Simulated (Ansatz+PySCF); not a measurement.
A calculation with PySCF 2.14.0.

```python
from pyscf import gto, scf, cc

mol = gto.M(atom="""
Be 0.000000 0.000000 0.000000
S 0.000000 0.000000 1.900000
""", basis='6-31g', charge=0, spin=0)
mf = scf.RHF(mol)
mf.kernel()
mycc = cc.CCSD(mf, frozen=6).run()
et = mycc.ccsd_t()
print(mf.e_tot, mycc.e_corr, et, mycc.e_tot + et)
```

The script is written out from the run's settings.

The run gave:

```json
{"Converged": "yes", "Reference energy": "-412.07556 hartree", "CCSD correlation energy": "-0.09660 hartree", "Triples correction": "-0.00698 hartree", "Total energy": "-412.17914 hartree", "Spin squared of the determinant": "0.000"}
```
